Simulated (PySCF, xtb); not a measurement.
3-methylthiophene (C₅H₆S), SMILES s1ccc(C)c1.

GFN2-xTB (xtb) at its own geometry gives an orbital gap of 3.99 eV and a dipole moment of 1.49 D.

Geometry optimised at PBE0-D3(BJ)/def2-SVP.

Problem. What does ωB97X/def2-TZVP run with PySCF give? (The exact figures need the calculation; the answer reports its results.)

Solution. gap 10.67 eV (levels -8.88 and 1.79 eV), dipole 0.92 D.
